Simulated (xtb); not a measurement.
C2H9AlO4Si, charge -1, doublet, geometry from GFN2-xTB (such geometries of metal compounds can be far from the true shape) (a state made from the parent by changing its charge; the spin is typed, not shown lowest); GFN1-xTB (xtb).

xtb was given this input:
```
$ xtb mol.xyz --gfn 1 --chrg -1 --uhf 1 --hess --json

# file mol.xyz
17

Al     0.29613628     1.34072167     1.48692641
C      0.99004365     2.79075700     0.12517843
H      2.02391253     2.59397359    -0.19474507
H      1.00821819     3.78866880     0.58317301
H      0.40749925     2.90014008    -0.80194805
C     -1.74288661     1.79575097     1.73977412
H     -2.32623864     1.95775478     0.82118841
H     -1.85655222     2.71569170     2.32885522
H     -2.27992104     1.01735300     2.30059904
O      0.30148160    -0.16025264     0.51868904
Si     0.09182957    -1.17809388    -0.68161485
O      0.89375051    -2.60211315    -0.51028021
O      0.65366512    -0.58605129    -2.10604036
O     -1.49211149    -1.61032325    -0.84943880
H      0.57829560    -3.13814135     0.21021391
H      1.05873673     0.26984134    -1.99235366
H     -2.08656454    -0.89047483    -0.65557083
```

What the program printed (banner, timings and long lists left out):

```
   ID    Z sym.   atoms
    1   13 Al     1
    2    6 C      2, 6
    3    1 H      3-5, 7-9, 15-17
    4    8 O      10, 12-14
    5   14 Si     11

           -------------------------------------------------
          |                Calculation Setup                |
           -------------------------------------------------

           -------------------------------------------------
          |                 G F N 1 - x T B                 |
           -------------------------------------------------

          ...................................................
          :                      SETUP                      :
          :.................................................:
          :  # basis functions                  62          :
          :  # atomic orbitals                  60          :
          :  # shells                           36          :
          :  # electrons                        49          :
          :  # halogen bonds                     0          :
          :  max. iterations                   250          :
          :  Hamiltonian                  GFN1-xTB          :
          :  restarted?                      false          :
          :  GBSA solvation                  false          :
          :  PC potential                    false          :
          :  electronic temp.          300.0000000     K    :
          :  accuracy                    1.0000000          :
          :  -> integral cutoff          0.2500000E+02      :
          :  -> integral neglect         0.1000000E-07      :
          :  -> SCF convergence          0.1000000E-05 Eh   :
          :  -> wf. convergence          0.2000000E-04 e    :
          :  Broyden damping             0.4000000          :
          :  net charge                         -1          :
          :  unpaired electrons                  1          :
          ...................................................

 iter      E             dE          RMSdq      gap      omega  full diag
   1    -31.7149617 -0.317150E+02  0.774E+00    4.71       0.0  T
   2    -31.7290791 -0.141174E-01  0.465E+00    4.41       1.0  T
   3    -31.7050093  0.240698E-01  0.902E-01    3.62       1.0  T
   4    -31.7320096 -0.270003E-01  0.187E-01    3.74       1.0  T
   5    -31.7330816 -0.107203E-02  0.533E-02    3.79       1.0  T
   6    -31.7330865 -0.488112E-05  0.190E-02    3.85       1.3  T
   7    -31.7330927 -0.619601E-05  0.248E-03    3.86       9.8  T
   8    -31.7330928 -0.596524E-07  0.781E-04    3.86      31.1  T
   9    -31.7330928 -0.891679E-08  0.249E-04    3.86      97.4  T
  10    -31.7330928 -0.216766E-08  0.423E-05    3.86     573.1  T
  11    -31.7330928 -0.420606E-10  0.182E-05    3.86    1332.9  T

   *** convergence criteria satisfied after 11 iterations ***

         :::::::::::::::::::::::::::::::::::::::::::::::::::::
         ::                     SUMMARY                     ::
         :::::::::::::::::::::::::::::::::::::::::::::::::::::
         :: total energy             -31.509427154348 Eh    ::
         :: gradient norm              0.053582995832 Eh/a0 ::
         :: HOMO-LUMO gap              3.857490150343 eV    ::
         ::.................................................::
         :: SCC energy               -31.733092788209 Eh    ::
         :: -> electrostatic           0.266469747519 Eh    ::
         :: repulsion energy           0.230148273017 Eh    ::
         :: dispersion energy         -0.006482639156 Eh    ::
         :: halogen bond corr.         0.000000000000 Eh    ::
         :: add. restraining           0.000000000000 Eh    ::
         :: total charge              -1.000000000000 e     ::
         :::::::::::::::::::::::::::::::::::::::::::::::::::::

           -------------------------------------------------
          |                Numerical Hessian                |
           -------------------------------------------------
step length          :   0.00500
SCC accuracy         :   0.30000
Hessian scale factor :   1.00000
frozen atoms in %    :   0.00000    0
RMS gradient         :   0.05358 !! INCOMPLETELY OPTIMIZED GEOMETRY !!
estimated CPU  time      0.06 min

writing file <hessian>.

 projected vibrational frequencies (cm⁻¹)
eigval :       -0.00    -0.00    -0.00     0.00     0.00     0.00
eigval :     -143.93  -137.87  -103.02   -96.39   -92.46    91.28
eigval :      104.74   108.87   170.65   221.75   269.22   309.44
eigval :      316.35   318.62   345.75   362.19   389.30   410.40
eigval :      413.66   459.92   484.58   486.04   488.80   591.82
eigval :      634.21   676.85   789.01   843.36   864.55  1055.32
eigval :     1203.54  1218.38  1474.49  1477.45  1485.81  1488.41
eigval :     2901.13  2906.56  2922.83  2927.78  2938.50  2940.46
eigval :     3751.06  3754.46  3776.02
           -------------------------------------------------
          |                Property Printout                |
           -------------------------------------------------

    * Orbital Energies and Occupations

         #    Occupation            Energy/Eh            Energy/eV
      -------------------------------------------------------------
         1        2.0000           -0.5921392             -16.1129
       ...           ...                  ...                  ...
        13        2.0000           -0.3638651              -9.9013
        14        2.0000           -0.3533163              -9.6142
        15        2.0000           -0.3461272              -9.4186
        16        2.0000           -0.3337465              -9.0817
        17        2.0000           -0.3230446              -8.7905
        18        2.0000           -0.3221699              -8.7667
        19        2.0000           -0.3199470              -8.7062
        20        2.0000           -0.3151972              -8.5770
        21        2.0000           -0.3102226              -8.4416
        22        2.0000           -0.3063270              -8.3356
[...]
 reduced masses (amu)
   1: 15.36   2: 17.70   3: 16.12   4: 16.30   5: 18.75   6: 16.13   7:  1.39   8:  1.47
   9: 12.45  10: 13.15  11: 12.86  12:  9.38  13: 12.22  14: 12.79  15: 10.50  16: 11.59
  17: 15.09  18:  8.93  19:  7.52  20:  4.58  21:  9.93  22: 12.76  23:  7.73  24:  8.02
  25:  5.41  26:  6.80  27: 18.51  28: 14.60  29: 15.33  30:  6.05  31:  4.58  32:  5.45
  33: 17.60  34: 20.32  35: 20.60  36: 19.44  37:  3.22  38:  2.93  39:  1.69  40:  1.68
  41:  1.71  42:  1.70  43:  1.41  44:  1.45  45:  1.91  46:  1.86  47:  1.92  48:  1.90
  49:  1.89  50:  1.89  51:  1.89
 IR intensities (km·mol⁻¹)
   1:  3.08   2:  4.34   3:  3.57   4:  1.42   5:  5.36   6:  2.14   7:  0.33   8:  0.52
   9:  3.98  10:  1.06  11:  0.98  12:  2.49  13:  0.19  14:  4.32  15: 50.84  16: 39.53
  17:  9.81  18: 67.58  19: 23.72  20: 52.20  21:139.45  22:106.56  23: 97.39  24:253.97
  25: 77.48  26: 62.53  27:136.87  28:290.70  29:296.68  30:188.19  31:297.17  32:441.10
  33: 94.55  34:305.10  35:302.89  36:700.27  37:  0.02  38:  9.36  39:  0.62  40:  1.78
  41:  0.32  42:  0.72  43: 68.31  44: 71.28  45: 89.94  46: 77.23  47: 16.11  48:166.54
  49: 30.92  50: 38.88  51: 28.24
 Raman intensities (Ä⁴*amu⁻¹)
   1:  0.00   2:  0.00   3:  0.00   4:  0.00   5:  0.00   6:  0.00   7:  0.00   8:  0.00
   9:  0.00  10:  0.00  11:  0.00  12:  0.00  13:  0.00  14:  0.00  15:  0.00  16:  0.00
  17:  0.00  18:  0.00  19:  0.00  20:  0.00  21:  0.00  22:  0.00  23:  0.00  24:  0.00
  25:  0.00  26:  0.00  27:  0.00  28:  0.00  29:  0.00  30:  0.00  31:  0.00  32:  0.00
  33:  0.00  34:  0.00  35:  0.00  36:  0.00  37:  0.00  38:  0.00  39:  0.00  40:  0.00
  41:  0.00  42:  0.00  43:  0.00  44:  0.00  45:  0.00  46:  0.00  47:  0.00  48:  0.00
  49:  0.00  50:  0.00  51:  0.00
 output can be read by thermo (or use thermo option).
 writing <g98.out> molden fake output.
 recommended (thermochemical) frequency scaling factor: 1.0
           -------------------------------------------------
          |             Thermodynamic Functions             |
           -------------------------------------------------

c1  symmetry found (for desy threshold:  0.10E+00) used in thermo

          ...................................................
          :                      SETUP                      :
          :.................................................:
          :  # frequencies                          40      :
          :  # imaginary freq.                       5      :
          :  linear?                             false      :
          :  only rotor calc.                    false      :
          :  symmetry                               c1      :
          :  rotational number                       1      :
          :  scaling factor                  1.0000000      :
          :  rotor cutoff                   50.0000000 cm⁻¹ :
          :  imag. cutoff                  -20.0000000 cm⁻¹ :
          :.................................................:

    mode    ω/cm⁻¹     T·S(HO)/kcal·mol⁻¹    T·S(FR)/kcal·mol⁻¹   T·S(vib)
   ------------------------------------------------------------------------
       1     91.28    -1.08302 ( 91.74%)    -0.87814 (  8.26%)    -1.06609
       2    104.74    -1.00303 ( 95.06%)    -0.83741 (  4.94%)    -0.99485
       3    108.87    -0.98060 ( 95.74%)    -0.82594 (  4.26%)    -0.97401
       4    170.65    -0.72399 ( 99.27%)    -0.69283 (  0.73%)    -0.72377
       5    221.75    -0.57983 ( 99.74%)    -0.61525 (  0.26%)    -0.57992
       6    269.22    -0.47740 ( 99.88%)    -0.55779 (  0.12%)    -0.47750
   ------------------------------------------------------------------------

   temp. (K)  partition function   enthalpy   heat capacity  entropy
                                   cal/mol     cal/K/mol   cal/K/mol   J/K/mol
 298.15  VIB   603.                 5212.604     34.435     30.102
         ROT  0.775E+06              888.752      2.981     29.929
         INT  0.467E+09             6101.357     37.416     60.031
         TR   0.182E+28             1481.254      4.968     40.951
         TOT                        7582.6105    42.3837   100.9813   422.5059

       T/K    H(0)-H(T)+PV         H(T)/Eh          T*S/Eh         G(T)/Eh
   ------------------------------------------------------------------------
    298.15    0.120837E-01    0.122287E+00    0.479795E-01    0.743073E-01
   ------------------------------------------------------------------------

         :::::::::::::::::::::::::::::::::::::::::::::::::::::
         ::                  THERMODYNAMIC                  ::
         :::::::::::::::::::::::::::::::::::::::::::::::::::::
         :: total free energy         -31.435119825726 Eh   ::
         ::.................................................::
         :: total energy              -31.509427154360 Eh   ::
         :: zero point energy           0.110203160436 Eh   ::
         :: G(RRHO) w/o ZPVE           -0.035895831802 Eh   ::
         :: G(RRHO) contrib.            0.074307328634 Eh   ::
         :::::::::::::::::::::::::::::::::::::::::::::::::::::
imag cut-off (cm-1) :    5.00
 found            5  significant imaginary frequencies
 writing imag mode distorted coords to xtbhess.xyz
 for further optimization.

           -------------------------------------------------
          | TOTAL ENERGY              -31.509427154360 Eh   |
          | TOTAL ENTHALPY            -31.387140334921 Eh   |
          | TOTAL FREE ENERGY         -31.435119825726 Eh   |
          | GRADIENT NORM               0.053582999909 Eh/α |
          | HOMO-LUMO GAP               3.857488876134 eV   |
           -------------------------------------------------
########################################################################
[WARNING] Runtime exception occurred
-1- hessian_numhess: Hessian on incompletely optimized geometry!
########################################################################

normal termination of xtb
```
